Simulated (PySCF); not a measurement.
C₂H₁₀OSi₃, SMILES O[Si@@H]1C[C@H]([SiH3])[SiH2]1. Atoms are numbered in the order given.

```xyz
16

O      2.8140     1.3985     0.2989
Si     1.6268     0.4182    -0.3508
C     -0.1634     1.0546    -0.5922
C     -0.8791    -0.3393    -0.5017
Si    -2.7036    -0.2743    -0.0439
Si     0.3387    -1.2289     0.7066
H      2.6863     1.7013     1.2055
H      2.1862    -0.0513    -1.6483
H     -0.3906     1.6188    -1.5111
H     -0.4553     1.6910     0.2625
H     -0.7895    -0.8642    -1.4704
H     -3.2735    -1.6513     0.0630
H     -3.4979     0.4871    -1.0566
H     -2.8534     0.4097     1.2758
H      0.4820    -2.7072     0.5583
H     -0.0181    -0.9229     2.1269
```
Charge 0, spin multiplicity 1.

The structure is a stationary point at B3LYP-D3(BJ)/def2-SVP. The structure was generated by enumeration; whether it is a known compound was not checked. One conformer was computed; it need not be the lowest.

Computed with HF/def2-TZVP (PySCF).

ESP charges are fitted to the potential on shells at 1.4 to 2.0 van der Waals radii. Atomic charges (e):

| atom | meta-Löwdin | Löwdin | Mulliken | ESP fit |
|---|---|---|---|---|
| O1 | -0.80 | (withheld) | -0.66 | -0.70 |
| Si2 | 0.89 | 0.19 | 0.60 | 0.63 |
| C3 | -0.44 | (withheld) | -0.41 | -0.47 |
| C4 | -0.55 | (withheld) | -0.42 | -0.03 |
| Si5 | 0.66 | (withheld) | 0.33 | 0.29 |
| Si6 | 0.43 | (withheld) | 0.17 | -0.08 |
| H7 | 0.35 | 0.18 | 0.34 | 0.43 |
| H8 | -0.14 | -0.04 | -0.05 | -0.11 |
| H9 | 0.10 | 0.12 | 0.12 | 0.13 |
| H10 | 0.09 | 0.13 | 0.12 | 0.14 |
| H11 | 0.10 | 0.15 | 0.12 | 0.08 |
| H12 | -0.15 | (withheld) | -0.06 | -0.08 |
| H13 | -0.15 | (withheld) | -0.06 | -0.10 |
| H14 | -0.15 | (withheld) | -0.06 | -0.09 |
| H15 | -0.12 | -0.05 | -0.04 | -0.01 |
| H16 | -0.13 | -0.05 | -0.04 | -0.02 |

Q: What belongs in the gaps? (The exact figures need the calculation; the answer reports its results.)

A: 
- O1, Löwdin: -0.19
- C3, Löwdin: -0.36
- C4, Löwdin: -0.48
- Si5, Löwdin: 0.30
- Si6, Löwdin: 0.26
- H12, Löwdin: -0.06
- H13, Löwdin: -0.06
- H14, Löwdin: -0.05

Computed Mayer and Wiberg (Löwdin basis) orders of the bonds:
| bond | Mayer | Wiberg |
|---|---|---|
| O1–Si2 | 1.04 | 1.60 |
| Si2–C3 | 0.91 | 1.06 |
| C3–C4 | 0.90 | 1.17 |
| C4–Si5 | 0.97 | 1.14 |
| Si2–Si6 | 0.98 | 1.01 |
| C4–Si6 | 0.93 | 1.03 |
| O1–H7 | 0.87 | 1.03 |
| Si2–H8 | 0.96 | 0.91 |
| C3–H9 | 0.96 | 0.88 |
| C3–H10 | 0.96 | 0.86 |
| C4–H11 | 0.94 | 0.80 |
| Si5–H12 | 0.98 | 0.95 |
| Si5–H13 | 0.97 | 0.95 |
| Si5–H14 | 0.96 | 0.95 |
| Si6–H15 | 0.97 | 0.95 |
| Si6–H16 | 0.96 | 0.93 |
